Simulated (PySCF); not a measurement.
CdH₂O, SMILES [OH][CdH]. Geometry: PBE0-D3(BJ)/def2-TZVP. The def2 effective core potentials stand for the cores of Cd; spin–orbit coupling is left out.

Computed equilibrium geometry at PBE0-D3(BJ)/def2-TZVP (PySCF confirms it by a frequency run) as Cartesian coordinates in Å, and its point group:
point group Cs.
```xyz
4

Cd    -0.0036    -0.2845     0.0000
H      0.0014    -1.9252     0.0000
O      0.1127     1.6808     0.0000
H     -0.7311     2.1361     0.0000
```
